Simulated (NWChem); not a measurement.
## Atomisation of HCl₂Si

```
Si
H 1 1.5124
Cl 1 2.0821 2 107.63
Cl 1 2.0821 2 107.63 3 119.05
```
Charge 0, spin multiplicity 2.

All runs are NWChem calculations. The geometry was optimised at UPBE/def2-SVP, a minimum by its harmonic frequencies.

Basis set: def2-TZVP. The atomisation energy is electronic alone: no zero-point, thermal, spin-orbit or counterpoise terms. No value is extrapolated to the basis-set limit. Free atoms are single determinants with multiplicities Cl 2, Si 3, H 2.

B3LYP has NWChem's definition, with VWN1-RPA local correlation. The structure started from a generated list of species. The unpaired electrons of the parent sit in orbitals of symmetry a' (Cs labels of the run); other states weren't searched. The stability of the SCF solutions was not checked.

Problem. For the atomisation energy, PBE gives 261.9 kcal/mol and BHandHLYP gives 246.5 kcal/mol. What do r2SCAN, PBE0, B3LYP give?

Solution. r2SCAN: 264.7 kcal/mol; PBE0: 258.4 kcal/mol; B3LYP: 251.7 kcal/mol.
